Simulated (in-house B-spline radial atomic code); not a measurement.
Radial electron density of Br⁸⁺, [Ar] 3d9. Method: scalar-relativistic (X2C) wB97X, spin-polarised, spherical fractional occupations, exact exchange averaged over the configuration, Fermi nucleus of rms radius 4.1629 fm. Calculated with an all-electron radial atomic-structure program (B-spline basis).

One-electron X2C: radii and densities carry no picture-change correction, so inner-shell <1/r> comes out high (for 1s by about 2 % at Z = 33, 5 % at 54, 10 % at 75, 30 % at 118) and <r> low.

Columns: r (bohr), 4πr²n(r) (electrons per bohr), bar.

```
 0.00161    1.327 #
 0.00192     1.79 ##
 0.00228    2.388 ##
 0.00271    3.178 ###
 0.00322    4.206 ####
 0.00383    5.542 #####
 0.00456    7.259 ######
 0.00542      9.4 ########
 0.00644    12.04 ##########
 0.00766    15.25 #############
 0.00911    19.03 ################
  0.0108    23.23 ####################
  0.0129       28 ########################
  0.0153    32.66 ############################
  0.0182     37.1 ################################
  0.0216    40.67 ###################################
  0.0257    42.94 #####################################
  0.0306    43.45 ######################################
  0.0364    42.14 ####################################
  0.0432    39.58 ##################################
  0.0514    36.82 ################################
  0.0611    35.41 ###############################
  0.0726    36.63 ################################
  0.0864    40.77 ###################################
   0.103    46.49 ########################################
   0.122    50.73 ############################################
   0.145    50.92 ############################################
   0.173    45.69 #######################################
   0.205    37.47 ################################
   0.244    30.11 ##########################
    0.29    27.58 ########################
   0.345    29.93 ##########################
    0.41    33.36 #############################
   0.487    33.41 #############################
   0.579    28.28 ########################
   0.689    19.73 #################
   0.819     11.3 ##########
   0.974    5.214 #####
    1.16    1.853 ##
    1.38   0.5032 
    1.64    0.107 
    1.95  0.01599
```

On this grid the curve has 3 maxima, near 0.0306, 0.145, 0.487 bohr.

The 3p up radial function P(r) = rR(r), positive near the nucleus:

```
r (bohr)         P
 0.00161  0.001791
 0.00228  0.003325
 0.00322  0.006177
 0.00456   0.01155
 0.00644   0.02144
 0.00911   0.03959
  0.0129    0.0722
  0.0182    0.1279
  0.0257     0.219
  0.0364    0.3576
  0.0514    0.5379
  0.0726    0.7198
   0.103    0.7956
   0.145    0.6007
   0.205   0.02064
    0.29   -0.8003
    0.41    -1.396
   0.579    -1.362
   0.819   -0.8231
    1.16   -0.2863
    1.64  -0.04899
```
